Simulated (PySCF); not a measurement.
Bonds (- single, = double, # triple, : aromatic): Al1-P2, P2-C3, C3:C4, C4:C5, C5:S6, S6:C7, P2-C8, C8=C9, C9-P2, C7:C3. Al1 carries H10, H11, H12; C4 carries H13; C5 carries H14; C7 carries H15; C8 carries H16; C9 carries H17. Formal charges: Al1 -1, P2 +1.

Geometry: PBE0-D3(BJ)/def2-SVP; GIAO shifts from PySCF 2.14.0 with density-fitted response routines, gas phase, non-relativistic, averaged over equivalent atoms.

At PBE0/pcSseg-1 (214 basis functions, 38 s wall time on 1 thread of an Arm Neoverse V2, shared host):
```csv
atoms,δ (ppm)
Al1,35.8
P2,-210.0
C7,148.5
C3,138.7
C5,134.8
C8/C9,132.0
C4,131.5
S6,257.7
H15,8.50
H16/H17,8.35
H14,7.22
H13,6.77
H10/H11/H12,4.05
```

δ = σ(ref) − σ, references computed at the same level: $^{27}$Al (σref 489.28) vs AlH4-; $^{31}$P (σref 310.13) against H3PO4; TMS for $^{13}$C (σref 184.41), $^{1}$H (σref 31.27); $^{33}$S (σref 495.66) vs CS2.

Question: What do these become at WP04/pcSseg-1?

Answer: 
```tsv
atoms	δ at WP04/pcSseg-1	change
Al1	32.0	-3.8
P2	-177.3	+32.7
C7	150.7	+2.2
C3	140.4	+1.7
C5	137.1	+2.3
C8/C9	130.2	-1.8
C4	132.5	+1.0
S6	267.7	+10.0
H15	8.25	-0.25
H16/H17	7.97	-0.38
H14	6.98	-0.24
H13	6.50	-0.27
H10/H11/H12	3.17	-0.88
```

Shifts are taken against calculated references (same method and geometry level): $^{27}$Al (σref 483.51) vs AlH4-; $^{31}$P (σref 299.29) vs H3PO4; $^{13}$C (σref 172.44) and $^{1}$H (σref 31.56) vs TMS; $^{33}$S (σref 462.27) vs CS2.

The largest change is at P2 (phosphorus bonded to 3 C, Al, in a 3-membered ring). Cost: 214 basis functions, 36 s wall time on 1 thread of an Arm Neoverse V2, shared host. The order of the carbon signals changes between the two levels.

Experimental scales use liquid or dissolved standards, which lie at an offset from isolated H3PO4.
